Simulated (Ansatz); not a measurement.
The cluster Ga2Se4. The state is a triplet with charge 0. Geometry PBE-D4/def2-SVPD, that of the charge -1 doublet; atoms count from 1.

Cartesian coordinates in Å:
```
Ga -0.2636 0.3433 1.4361
Ga 0.2649 -0.3446 -1.4356
Se 1.4797 1.1460 -0.0022
Se 0.6625 -0.8627 -3.6150
Se -0.6677 0.8687 3.6126
Se -1.4758 -1.1507 0.0041
```

The structure comes from a short search, and lower isomers may exist.

**Question.** Estimate the Mulliken populations from the PBE0/def2-SVP orbitals of Ansatz.

**Answer.** 
```json
{"atom": "Ga1", "charge (e)": "0.40", "spin (α − β)": "-0.05"}
{"atom": "Ga2", "charge (e)": "0.40", "spin (α − β)": "-0.05"}
{"atom": "Se3", "charge (e)": "-0.32", "spin (α − β)": "0.07"}
{"atom": "Se4", "charge (e)": "-0.08", "spin (α − β)": "0.98"}
{"atom": "Se5", "charge (e)": "-0.08", "spin (α − β)": "0.98"}
{"atom": "Se6", "charge (e)": "-0.32", "spin (α − β)": "0.07"}
```
Mulliken values and Mayer orders depend strongly on the basis.

**Question.** Where does the spin sit?

**Answer.** Summed by element: Ga -0.11, Se 2.11, of 2 unpaired in all. Largest on single atoms: Se5 0.98, Se4 0.98, Se6 0.07.

**Question.** And the Mayer bond orders between bonded heavy atoms (over 0.3)?

**Answer.** Ga1–Se3 0.97 (2.40 Å); Ga1–Se5 1.20 (2.28 Å); Ga1–Se6 0.97 (2.40 Å); Ga2–Se3 0.97 (2.40 Å); Ga2–Se4 1.20 (2.28 Å); Ga2–Se6 0.97 (2.40 Å).
